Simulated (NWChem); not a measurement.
System: C2H5BO2; SMILES C=CB(O)O

The following NWChem deck was run.

```
start job
memory heap 200 mb stack 900 mb global 1100 mb
geometry units angstroms noautosym nocenter noautoz
  B     -0.009189    -0.507220     0.000663
  C     -0.660853     0.914251     0.002270
  C      0.058570     2.044512    -0.001695
  H     -1.750400     1.009537     0.006397
  H     -0.397206     3.033413    -0.000946
  H      1.146004     2.015656    -0.005865
  O      1.354246    -0.621134     0.000663
  H      1.617545    -1.554020    -0.000966
  O     -0.745796    -1.670749    -0.001016
  H     -1.697914    -1.503628    -0.001225
end
basis spherical
  B library 6-31+g*
  C library 6-31+g*
  H library 6-31+g*
  O library 6-31+g*
end
dft
  xc pbe0
  iterations 150
end
property
  response 1 0.0
end
task dft property
```

Excerpt of the output:

```
             Northwest Computational Chemistry Package (NWChem) 7.3.0
             --------------------------------------------------------

                             Geometry "geometry" -> ""
                             -------------------------

 Output coordinates in angstroms (scale by  1.889725989 to convert to a.u.)

  No.       Tag          Charge          X              Y              Z
 ---- ---------------- ---------- -------------- -------------- --------------
    1 B                    5.0000    -0.00918900    -0.50722000     0.00066300
    2 C                    6.0000    -0.66085300     0.91425100     0.00227000
    3 C                    6.0000     0.05857000     2.04451200    -0.00169500
    4 H                    1.0000    -1.75040000     1.00953700     0.00639700
    5 H                    1.0000    -0.39720600     3.03341300    -0.00094600
    6 H                    1.0000     1.14600400     2.01565600    -0.00586500
    7 O                    8.0000     1.35424600    -0.62113400     0.00066300
    8 H                    1.0000     1.61754500    -1.55402000    -0.00096600
    9 O                    8.0000    -0.74579600    -1.67074900    -0.00101600
   10 H                    1.0000    -1.69791400    -1.50362800    -0.00122500

 Effective nuclear repulsion energy (a.u.)     154.2997380959

                              NWChem Property Module
                              ----------------------

                                 NWChem DFT Module
                                 -----------------

 Summary of "ao basis" -> "ao basis" (spherical)
 ------------------------------------------------------------------------------
       Tag                 Description            Shells   Functions and Types
 ---------------- ------------------------------  ------  ---------------------
 B                          6-31+g*                  8       18   4s3p1d
 C                          6-31+g*                  8       18   4s3p1d
 H                          6-31+g*                  2        2   2s
 O                          6-31+g*                  8       18   4s3p1d

            General Information
            -------------------
          SCF calculation type: DFT
          Wavefunction type:  closed shell.
          No. of atoms     :    10
          No. of electrons :    38
           Alpha electrons :    19
            Beta electrons :    19
          Charge           :     0
          Spin multiplicity:     1
          Use of symmetry is: off; symmetry adaption is: off
          Maximum number of iterations: 150
          AO basis - number of functions:   100
                     number of shells:    50
          Convergence on energy requested:  1.00D-06
          Convergence on density requested:  1.00D-05
          Convergence on gradient requested:  5.00D-04

              XC Information
              --------------
                         PBE0 Method XC Functional
                     Hartree-Fock (Exact) Exchange  0.250
          PerdewBurkeErnzerhof Exchange Functional  0.750
            Perdew 1991 LDA Correlation Functional  1.000 local
           PerdewBurkeErnz. Correlation Functional  1.000 non-local

             Grid Information
             ----------------
          Grid used for XC integration:  medium
          Radial quadrature: Mura-Knowles
          Angular quadrature: Lebedev.
          Tag              B.-S. Rad. Rad. Pts. Rad. Cut. Ang. Pts.
          ---              ---------- --------- --------- ---------
          B                   0.85       49          12.0       434
          C                   0.70       49          13.0       434
          H                   0.35       45          13.0       434
          O                   0.60       49          13.0       434
          Grid pruning is: on
          Number of quadrature shells:   470
          Spatial weights used:  Erf1

      Superposition of Atomic Density Guess
      -------------------------------------

 Sum of atomic energies:        -251.86152745

      Non-variational initial energy
      ------------------------------

 Total energy =    -254.278949
 1-e energy   =    -647.159079
 2-e energy   =     238.580391
 HOMO         =      -0.350815
 LUMO         =      -0.040339

   convergence    iter        energy       DeltaE   RMS-Dens  Diis-err
 ---------------- ----- ----------------- --------- --------- ---------
 d= 0,ls=0.0,diis     1   -254.2215477344 -4.09D+02  2.11D-02  8.33D-01
 d= 0,ls=0.0,diis     2   -254.2140779320  7.47D-03  1.31D-02  1.09D+00
 d= 0,ls=0.0,diis     3   -254.3134071874 -9.93D-02  1.15D-03  3.28D-02
 d= 0,ls=0.0,diis     4   -254.3164039754 -3.00D-03  3.76D-04  1.26D-03
 d= 0,ls=0.0,diis     5   -254.3165413996 -1.37D-04  9.06D-05  1.31D-04
  Resetting Diis
 d= 0,ls=0.0,diis     6   -254.3165579671 -1.66D-05  2.97D-05  8.04D-06
 d= 0,ls=0.0,diis     7   -254.3165587678 -8.01D-07  2.74D-05  2.35D-06
 d= 0,ls=0.0,diis     8   -254.3165581878  5.80D-07  1.69D-05  6.69D-06
 d= 0,ls=0.0,diis     9   -254.3165590785 -8.91D-07  1.29D-06  2.64D-08

         Total DFT energy =     -254.316559078541
      One electron energy =     -651.986286534608
           Coulomb energy =      277.063414715201
    Exchange-Corr. energy =      -33.693425355081
 Nuclear repulsion energy =      154.299738095948

[...]

 DFT Linear Response polarizability / au
 Frequency  =       0.0000000 / au
              X              Y              Z
 -----------------------------------------------
 X      45.4671547      4.9962915     -0.0306905
 Y       4.9962850     57.4866882     -0.0261108
 Z      -0.0306886     -0.0261029     29.8060301
 -----------------------------------------------
 Eigenvalues =      43.6615664     59.2923469     29.8059598
 Isotropic   =      44.2532910
 Anisotropic =      25.5513811
 -----------------------------------------------

 Magnetic Dipole Response Matrix (nonzero elements):

 Exiting AOResponse driver routine
```

Level: PBE0/6-31+G* (spherical d). Coordinates come from a B3LYP/6-31G* (spherical d) optimisation.
